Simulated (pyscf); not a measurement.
HN=Ti(NH₂)–NH₂, singlet

Gas-phase minimum from PySCF at ωB97X-D3(BJ)/def2-SVP, one conformer. 

```xyz
9

N     -1.6781     0.7745    -0.1212
Ti    -0.9986    -0.4833    -0.9603
N     -1.7900    -0.8871    -2.6496
N      0.4461    -1.3834    -0.0970
H     -2.0989     1.5433     0.3966
H     -2.5767    -0.4100    -3.0834
H     -1.4901    -1.6339    -3.2765
H      0.9589    -2.1772    -0.4810
H      0.8394    -1.1676     0.8160
```

Bonded distances (Å): N1–Ti2 1.658, N1–H5 1.018, Ti2–N3 1.909, Ti2–N4 1.909, N3–H6 1.017, N3–H7 1.020, N4–H8 1.020, N4–H9 1.017. Angles (°): Ti2–N1–H5 179.7, N1–Ti2–N3 116.0, N1–Ti2–N4 116.0, N3–Ti2–N4 127.9, Ti2–N3–H6 126.8, Ti2–N3–H7 125.2, H6–N3–H7 108.0, Ti2–N4–H8 125.3, Ti2–N4–H9 126.8, H8–N4–H9 108.0.

Properties at ωB97X-D3(BJ)/def2-SVP:

```yaml
harmonic_wavenumbers_unscaled: 26, 161, 204, 291, 384, 392, 427, 501, 527, 543, 571, 655, 762, 1086, 1518, 1524, 3566, 3568, 3649, 3663, 3663 cm⁻¹
zero_point_energy: 39.6 kcal/mol
rotational_symmetry_number: 1
Entropy of this conformer at 298 K and 1 atm, rigid rotor and harmonic oscillator, modes under 100 cm⁻¹ raised to 100: 337.2 J/(mol K)
dipole_moment: 1.64 D
```

Single-point totals, which compare only within one level:

```
level                   total energy (hartree)
----------------------  ----------------------
ωB97X-D3(BJ)/def2-TZVP             -1016.88438
PBE/def2-TZVP                      -1016.45862
r²SCAN/def2-TZVP                   -1016.74825
B3LYP-D3(BJ)/def2-TZVP             -1016.89561
PBE0-D3(BJ)/def2-TZVP              -1016.46702
M06-2X/def2-TZVP                   -1016.73134
ωB97M-D3(BJ)/def2-TZVP             -1016.92800
```

The lowest mode is so soft that the shape along it may change with the basis. Soft torsions are taken as harmonic, which can shift the entropy by several J/(mol K).
